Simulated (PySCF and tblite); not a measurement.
C5H7FO2, numbered as in [CH3:1]/[CH:2]=[C:3](\[F:4])[C:5](=[O:6])[O:7][CH3:8].

The ensemble was built from 90 distance-geometry starts (ETKDG and KDG, MMFF94s, GFN2-xTB) and rests on GFN2-xTB geometries. Weights use PBE0-D3(BJ)/def2-SVP (IEF-PCM, acetone) energies plus GFN2-xTB zero-point and thermal terms (modes under about 100 cm⁻¹ blended into free rotors). Symmetry numbers and mirror images are counted. Conformers within 2.5 kcal/mol (GFN2-xTB free energy) were kept, 4 at most. Couplings: B3LYP/6-31G* with pcJ-1 on H, F (gas phase; spin-dipole term only for pairs with B, N, F, Si or P). Couplings are for ¹⁹F, ¹H. H–H couplings come out 0.1 to 0.9 Hz lower than with pcJ-1 on all atoms. Run with PySCF (density fitting) and tblite.

Torsions listed: F4–C3–C5–O7, O6–C5–O7–C8.

```csv
conformer,shape,weight %
1,"0°, 0°",64.4
2,"180°, 0°",35.6
```

**Question.** Give the couplings in each conformer and the averages at 298.15 K (pairs that fast motion interchanges averaged).

**Answer.** 
| coupling | pairs | 1 | 2 | average (Hz) |
| --- | --- | --- | --- | --- |
| ³J(H2,F4) | 1 | 23.1 | 22.7 | 23.0 |
| ²J(H1,H1) | 3 | -16.6 | -16.6 | -16.6 |
| ³J(H1,H2) | 3 | 8.2 | 8.1 | 8.2 |
| ²J(H8,H8) | 3 | -11.8 | -11.7 | -11.7 |

The minima are those of GFN2-xTB; planar forms about aryl–S or allylic bonds may be saddles in DFT.

Computed couplings to fluorine can be off by tens of per cent at such levels.


Conformer gaps in def2-SVP on xTB geometries can be 2 kcal/mol too large for S=O, P=O and other polar bonds.